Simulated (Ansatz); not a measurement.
All values below come from frozen-core CCSD(T)/def2-TZVPP // r2SCAN-D4/def2-SVP in Ansatz (an electronic-structure program).

Ansatz 0.2 input:
```yaml
crystal:
  periodic: [false, false, false]
  atoms:
    - { symbol: Zr, position_ang: [0.0, -0.000001, 0.000001] }
    - { symbol: Cl, position_ang: [1.408134, 0.16775, 1.848415] }
    - { symbol: Cl, position_ang: [-2.216671, -0.054632, 0.714841] }
    - { symbol: Cl, position_ang: [0.486384, -1.953829, -1.172008] }
    - { symbol: Cl, position_ang: [0.322152, 1.840716, -1.391252] }
basis:
  gaussian: { orbitals: def2-TZVPP }
correlation:
  method: ccsd_t
```

Output:

```
Functional definition: HF
1388 factors; integrals over basis functions are off by at most 4.6e-4 eV
mean field evaluation 1: about -51288.0933 eV, gradient 3.2e1 eV
mean field evaluation 2: about -51288.2810 eV, gradient 3.3e1 eV
mean field evaluation 4: about -51291.4299 eV, gradient 1.9e0 eV
mean field evaluation 8: about -51291.4662 eV, gradient 1.9e-1 eV
mean field evaluation 16: about -51288.0931 eV, gradient 3.2e1 eV
mean field -51291.46648426 eV, -1884.9266266920 hartree, gradient 2.4e-6 eV, S^2 0.000000; 0 other end points of the search recorded, 0 dependent functions left out
20 core orbitals not correlated
reference -51291.46648426 eV, -1884.9266266920 hartree; 20, 20 occupied and 184, 184 virtual orbitals, 1388 factors
second order -29.77305572 eV of doubles, -0.00000000 eV of singles
cycle   1  -30.22658245 eV  change   -4.5e-1 eV  update   1.7e-1
cycle   2  -30.88018376 eV  change   -6.5e-1 eV  update   7.3e-2
cycle   3  -31.12507920 eV  change   -2.4e-1 eV  update   3.0e-2
cycle   4  -31.10387053 eV  change    2.1e-2 eV  update   8.8e-3
cycle   5  -31.09668124 eV  change    7.2e-3 eV  update   3.0e-3
cycle   6  -31.09708485 eV  change   -4.0e-4 eV  update   8.0e-4
cycle   7  -31.09694905 eV  change    1.4e-4 eV  update   3.4e-4
cycle   8  -31.09701894 eV  change   -7.0e-5 eV  update   1.1e-4
cycle   9  -31.09709068 eV  change   -7.2e-5 eV  update   4.4e-5
cycle  10  -31.09707230 eV  change    1.8e-5 eV  update   1.0e-5
perturbative correction -1.52445164 eV, -0.0560225646 hartree
Total energy: -51324.08800820 eV, -1886.1254455851 hartree
```

Cost: roughly 70 core-seconds.
